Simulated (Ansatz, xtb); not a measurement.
C4H5ClF2: which of two isomers lies lower

Structure X: `FC(F)=CCCCl`, a singlet. Structure Y: `FC(F)/C=C/CCl`, a singlet. Both are isolated molecules in the gas phase, relaxed with B3LYP-D3(BJ)/def2-SVP, each in the lowest conformer that the search found.

Q: Estimate which is lower in electronic energy at CCSD(T)/def2-SVP + ΔMP2/def2-TZVPP, and by roughly how much.

A: The CCSD(T)/def2-SVP + ΔMP2/def2-TZVPP calculation puts structure Y lower, by 2.7 kcal/mol.

The same difference at several levels:

```tsv
level	geometry	E(Y) − E(X) (kcal/mol)	departure from the last row (kcal/mol)	job, with rough time for the two
GFN2-xTB	GFN2-xTB	+3.3	+6.0	optimisation, 0.2 s
HF/STO-3G	GFN2-xTB	+10.7	+13.5	single point, 0.7 s
r2SCAN-D4/def2-SVP	GFN2-xTB	+0.5	+3.3	single point, 4.3 s
B3LYP-D3(BJ)/def2-SVP	B3LYP-D3(BJ)/def2-SVP	−0.2	+2.6	optimisation, 68 s
HF/def2-SVP	B3LYP-D3(BJ)/def2-SVP	−4.0	−1.3	part of the CCSD(T) run
MP2/def2-SVP	B3LYP-D3(BJ)/def2-SVP	−0.5	+2.3	part of the CCSD(T) run
CCSD(T)/def2-SVP	B3LYP-D3(BJ)/def2-SVP	−1.2	+1.5	single point
CCSD(T)/def2-SVP + ΔMP2/def2-TZVPP	B3LYP-D3(BJ)/def2-SVP	−2.7		single point, 85 s
```

As drawn, both hold the same kinds of bond in the same numbers.

GFN2-xTB, HF/STO-3G, r2SCAN-D4/def2-SVP put the two in the other order. B3LYP-D3(BJ)/def2-SVP, MP2/def2-SVP find them nearly level. The largest departure from CCSD(T)/def2-SVP + ΔMP2/def2-TZVPP is that of HF/STO-3G, 13.5 kcal/mol. The last row adds to CCSD(T) the change of the MP2 difference between the two basis sets, here −1.5 kcal/mol.

With thermal terms from frequencies at re-optimised GFN2-xTB minima (ideal gas, soft modes damped towards free rotors, one conformer each, 298.15 K, 1 atm): the zero-point term adds −0.7 kcal/mol; ΔH is −3.4 and ΔG −3.6 kcal/mol.

The correlated steps freeze 11 core orbitals. Codes used: Ansatz 0.2.0, xtb 6.7.1; the last row on 2 threads of Intel(R) Xeon(R) Processor @ 2.70GHz on a shared host.
